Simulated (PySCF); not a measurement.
**Correlation energy of Sc⁴⁺ (scandium, charge +4)**

Starting occupation: [Ne] 3s2 3p5, 3p1/2 with m_j = -1/2, +1/2, 3p3/2 with m_j = -1/2, +1/2, +3/2. All numbers are calculated (PySCF 2.14, X2C-1e with screened-nucleus spin-orbit coupling, Gaussian nucleus, in an even-tempered Gaussian basis (21 s from 0.14 bohr⁻², ratio 2.4; 14 p from 0.18 bohr⁻², ratio 2.4; 5 d from 2 bohr⁻², ratio 2.6; 5 f from 3.1 bohr⁻², ratio 2.6)). Frozen: 1s2; 15 electrons correlated; the 52 highest virtual spinors left out.

MP2 pair energies summed by pair of shells (mhartree):

```
 pair   energy  share (%)
2p-2p  -188.85       36.6
3p-3p  -100.67       19.5
2p-3p   -60.95       11.8
2p-2s   -57.16       11.1
3p-3s   -54.40       10.5
2p-3s   -19.51        3.8
2s-3p   -10.98        2.1
2s-2s   -10.12        2.0
3s-3s    -9.52        1.8
2s-3s    -4.07        0.8
```

Total MP2 correlation energy: -516.22 mhartree.

The GHF reference relaxed away from the jj start to a determinant that is no pure jj level (⟨S²⟩ = 0.75, ⟨J²⟩ = 3.75); the energies belong to that determinant.
